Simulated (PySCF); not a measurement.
# Relaxation of quintet OsH4

Method: UPBE0/[Os def2-TZVP with ECP60, H def2-TZVP], scalar-relativistic core potentials, density fitting, no spin–orbit coupling, PySCF. A (50,194) grid was used.

A hand-made square planar start, of D4h symmetry, held to at least that symmetry:

```xyz
5
charge 0 multiplicity 5, angstrom
Os    0.0000    0.0000    0.0000
H     1.6100    0.0000    0.0000
H     0.0000    1.6100    0.0000
H    -1.6100    0.0000    0.0000
H     0.0000   -1.6100    0.0000
```

Optimiser trace:
```
step  E − E(last) (kJ/mol)  largest gradient (Eh/bohr)
   0                 49.53                     0.04592
   1                  5.71                     0.01393
   2                  0.30                     0.00306
   3                  0.00                     0.00027
   4                  0.00                     0.00001
```

It ends at D4h with Os–H 1.729 Å (×4); H–Os–H 90.0° (×4), H–Os–H 180.0° (×2). A frequency run shows 4 imaginary modes, down to 2105i cm⁻¹, so it is a higher-order saddle point.

Final geometry:
```xyz
5
charge 0 multiplicity 5, angstrom
Os    0.0000    0.0000    0.0000
H     1.7285    0.0000    0.0000
H     0.0000    1.7285    0.0000
H    -1.7285    0.0000    0.0000
H     0.0000   -1.7285    0.0000
```

Open d and f shells are described by one determinant, and the ground state may have another occupation or spin. At this level a singlet minimum of Td symmetry lies 316 kJ/mol below this structure. No spin–orbit coupling is included, which matters more the heavier the element.

The relaxation took roughly 20 core-seconds on a shared host.
